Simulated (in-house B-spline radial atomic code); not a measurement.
## Si3+: [Ne] 3s1

Level of theory: non-relativistic B97-1, spin-polarised, spherical fractional occupations, point nucleus; calculated with a B-spline radial code for spherical atoms.

Effective charges: Z_r = [3n² - l(l+1)]/(2<r>) from the radius, Z_e = n√(-2ε) from the energy, and Slater's rules. Values are occupation-weighted means over spin.

```json
{"shell": "1s", "electrons": "2", "ε (eV)": "-1838.3", "<r> (bohr)": "0.1116", "Z_r": "13.44", "Z_e": "11.62", "Slater": "13.70"}
{"shell": "2s", "electrons": "2", "ε (eV)": "-181.46", "<r> (bohr)": "0.5661", "Z_r": "10.60", "Z_e": "7.30", "Slater": "9.85"}
{"shell": "2p", "electrons": "6", "ε (eV)": "-136.52", "<r> (bohr)": "0.5337", "Z_r": "9.37", "Z_e": "6.34", "Slater": "9.85"}
{"shell": "3s", "electrons": "1", "ε (eV)": "-41.091", "<r> (bohr)": "1.853", "Z_r": "7.29", "Z_e": "5.21", "Slater": "5.20"}
```

The least bound orbital is 3s up at -41.09 eV, and it is also the most diffuse (<r> = 1.853 bohr).

The density falls to 0.001 bohr⁻³ at 3.03 bohr; Σ<r²> = 6.8513 bohr² gives, by the non-relativistic formula and without the paramagnetism of open shells, a Langevin diamagnetic susceptibility of -5.426×10⁻⁶ cm³/mol.
